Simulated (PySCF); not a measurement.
`CC(=O)COC(F)(F)CF`: 4 charge schemes on one density

C₅H₇F₃O₂.
Atom-mapped SMILES: `[CH3:1][C:2](=[O:3])[CH2:4][O:5][C:6]([F:7])([F:8])[CH2:9][F:10]` (hydrogens: H11, H12, H13 on C1; H14, H15 on C4; H16, H17 on C9)

Geometry (GFN2-xTB, Å), atoms numbered from 1 in this order:
```xyz
17
C5H7F3O2 angstrom
C      2.044   -0.847    0.057
C      1.917    0.585   -0.366
O      2.804    1.393   -0.302
C      0.560    0.988   -0.947
O     -0.501    0.064   -0.675
C     -1.254    0.300    0.399
F     -0.522    0.263    1.567
F     -1.773    1.560    0.402
C     -2.372   -0.741    0.533
F     -3.100   -0.799   -0.612
H      1.532   -0.975    1.010
H      1.571   -1.498   -0.673
H      3.091   -1.103    0.188
H      0.658    1.002   -2.038
H      0.302    1.997   -0.613
H     -1.927   -1.725    0.708
H     -3.037   -0.453    1.353
```

Density: PBE0/pcSseg-1 (PySCF); schemes: Mulliken, IAO, Hirshfeld and ESP-fitted. The structure is a single GFN2-xTB conformer in the gas phase; no vibrational or solvent corrections.

**Question.** Do the Mulliken, IAO, Hirshfeld and ESP-fitted schemes agree on where the charge is highest?

**Answer.** The schemes don't all agree: Mulliken C6 (+0.652); IAO C6 (+0.699); Hirshfeld C6 (+0.237); ESP-fitted C2 (+0.732).

**Question.** Which atoms carry the lowest charge in the Mulliken, IAO, Hirshfeld and ESP-fitted schemes?

**Answer.** The schemes don't all agree: Mulliken O5 (-0.496); IAO C1 (-0.485); Hirshfeld O3 (-0.231); ESP-fitted C1 (-0.555).

**Question.** Give the atomic charges in each scheme.

**Answer.** In e:

```
atom                       environment  Mulliken     IAO  Hirshfeld  ESP-fitted
  C1  methyl carbon next to a carbonyl    -0.270  -0.485     -0.134      -0.555
  C2            ketone carbonyl carbon    +0.123  +0.394     +0.169      +0.732
  O3                     ketone oxygen    -0.344  -0.402     -0.231      -0.525
  C4        sp3 carbon bound to oxygen    +0.036  -0.132     -0.001      -0.234
  O5                      ether oxygen    -0.496  -0.357     -0.118      -0.248
  C6                        CF2 carbon    +0.652  +0.699     +0.237      +0.462
  F7           fluorine of a CF2 group    -0.313  -0.324     -0.102      -0.229
  F8           fluorine of a CF2 group    -0.294  -0.303     -0.100      -0.172
  C9                    sp3 C–F carbon    +0.205  +0.019     +0.008      -0.132
 F10                    alkyl fluorine    -0.317  -0.304     -0.108      -0.170
 H11                   methyl hydrogen    +0.157  +0.178     +0.047      +0.172
 H12                   methyl hydrogen    +0.138  +0.164     +0.049      +0.145
 H13                   methyl hydrogen    +0.144  +0.169     +0.054      +0.151
 H14                methylene hydrogen    +0.169  +0.186     +0.067      +0.156
 H15                methylene hydrogen    +0.161  +0.174     +0.050      +0.144
 H16                methylene hydrogen    +0.121  +0.160     +0.055      +0.142
 H17                methylene hydrogen    +0.129  +0.163     +0.057      +0.158
```

Mean size of the charges over all atoms: IAO 0.271 e, ESP-fitted 0.266 e, Mulliken 0.239 e, Hirshfeld 0.093 e. Each set sums to the total charge, 0, to within 0.001 e. The ESP scheme fits charges at the nuclei, held to the total charge, to the electrostatic potential on points at 1.4 to 2.0 times the van der Waals radii.

**Question.** How many electrons does the IAO scheme count on C4?

**Answer.** Z − q = 6 − (-0.132) = 6.132.

**Question.** Sum the charges by element.

**Answer.** 
```
element  atoms  Mulliken     IAO  Hirshfeld  ESP-fitted
      C      5    +0.745  +0.496     +0.279      +0.274
      O      2    -0.839  -0.759     -0.348      -0.773
      F      3    -0.924  -0.931     -0.309      -0.570
      H      7    +1.018  +1.194     +0.379      +1.069
```
